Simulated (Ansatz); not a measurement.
| atom | x (Å) | y (Å) | z (Å) |
| --- | --- | --- | --- |
| C | 0.0000 | -0.0001 | 1.8592 |
| H | -0.8886 | 0.5131 | 1.4947 |
| H | 0.8886 | 0.5131 | 1.4947 |
| H | 0.0000 | -1.0263 | 1.4949 |
| H | 0.0000 | 0.0001 | 2.9483 |
| C | 0.0000 | 0.0001 | -1.8592 |
| H | 0.0000 | -0.0001 | -2.9483 |
| H | -0.8886 | -0.5131 | -1.4947 |
| H | 0.8886 | -0.5131 | -1.4947 |
| H | 0.0000 | 1.0263 | -1.4949 |

Basis set: pcseg-2 (spherical functions). Charge 0, multiplicity 1.

Computed with Ansatz (development build ahead of 0.2.0); each method stands on the lowest determinant of its kind that the runs found. Restricted functionals stand beside restricted open-shell atoms, which can lie above the unrestricted atoms usual in DFT and then raise those values.

The atomization energy at this shape (free ground-state atoms in the same class of orbitals less the molecule, no zero-point energy) of singlet C2H8:

```
           method  atomization energy
PBE0 (restricted)            36.35 eV
```

Task: What does r²SCAN (restricted) give?

Result: 36.59 eV.

The shape needn't be a minimum at these levels.
